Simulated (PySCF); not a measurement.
## Dipole response of F⁺ (fluorine, charge +1)

[He] 2s2 2p4, high-spin 3P determinant. Computed with PySCF 2.14 in aug-cc-pVTZ with one added diffuse shell each of s, p, d, f type (6s5p4d3f, 62 functions), with the non-relativistic Hamiltonian (point nucleus). Coupled (time-dependent) response in atomic units; α is the mean over directions.

```csv
method,mean α (bohr³),"α xx, yy, zz",C₆ (like pair),S(−4)
UHF,1.729,"1.804, 1.580, 1.804",3.170,1.264
PBE,1.892,"1.939, 1.799, 1.939",3.565,1.555
PBE0,1.832,"1.887, 1.721, 1.887",3.423,1.433
HSE06,1.832,"1.888, 1.719, 1.888",3.422,1.434
M06,1.830,"1.895, 1.700, 1.895",3.370,1.506
```

S(−4) is the Cauchy moment in α(ω) = α(0) + S(−4) ω² + …

α(iu) at HSE06:

| u (hartree) | α(iu) (bohr³) |
| --- | --- |
| 0 | 1.832 |
| 0.0500 | 1.829 |
| 0.100 | 1.818 |
| 0.200 | 1.777 |
| 0.300 | 1.716 |
| 0.500 | 1.555 |
| 0.750 | 1.337 |
| 1.00 | 1.138 |
| 1.50 | 0.8280 |
| 2.00 | 0.6182 |
| 3.00 | 0.3749 |
| 5.00 | 0.1765 |

For an ion, C₆ is the dispersion term alone; charge-induced terms of lower order in 1/R come first.

The components differ because the open shell of this determinant is not spherical; for a pure term their mean is the scalar polarisability.
